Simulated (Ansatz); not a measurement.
`[Br][InH2]` + H₂Se → `[SeH][InH2]` + HBr at 600 K and 1 bar (ligand exchange at the In–Br bond).

Computed with Ansatz on PBE0-D4/def2-TZVP structures; ΔE is electronic, products minus reactants. CCSD(T)/CBS is the MP2 limit (def2-TZVPP, def2-QZVPP) plus CCSD(T) − MP2 in def2-TZVPP, frozen cores. Elements past krypton have def2 core potentials. For Br, In, Se outer-core shells are correlated without core-valence functions, which leaves a few kJ/mol of doubt a bond. Scalar relativity is left out up to krypton.

| species | CCSD(T)/CBS energy (Eh) | H − E (kJ/mol) | S (J/(mol·K)) |
| --- | --- | --- | --- |
| `[Br][InH2]` | -2764.36342 | 64.8 | 330.8 |
| H₂Se | -2401.89790 | 57.0 | 244.8 |
| `[SeH][InH2]` | -2592.33228 | 90.2 | 356.6 |
| HBr | -2573.91920 | 33.5 | 219.1 |

H − E and S are ideal-gas, rigid-rotor, harmonic terms from PBE0-D4/def2-TZVP. 1 Eh = 2625.50 kJ/mol, R = 8.31446 J/(mol·K).

**Question.** By hand: ΔE, ΔH, ΔS and ΔG.

**Answer.** ΔE = (-2592.33228) + (-2573.91920) − (-2764.36342) − (-2401.89790) = 0.00984 Eh = 25.8 kJ/mol. Δ(H − E) = 90.2 + 33.5 − 64.8 − 57.0 = 1.9, so ΔH = 27.7 kJ/mol. ΔS = 356.6 + 219.1 − 330.8 − 244.8 = 0.1 J/(mol·K). ΔG = 27.7 − 600 × (0.1)/1000 = 27.6 kJ/mol.

**Question.** By hand: the equilibrium constant, and the temperature at which ΔG would vanish if ΔH and ΔS stayed fixed.

**Answer.** log₁₀ K = −ΔG/(RT ln 10) = -2.4. ΔG = 0 at ΔH/ΔS = 277000 K, far beyond where these terms or the molecules hold.

The number of gas molecules stays the same, so ΔS is small and ΔH decides. A doubt of 5 kJ/mol in ΔE shifts log₁₀ K by 0.4 here. These are equilibria of isolated gas molecules and say nothing of rates. Largest T1 diagnostic: 0.013 (customary marks: 0.02 for closed shells, 0.045 for open ones).
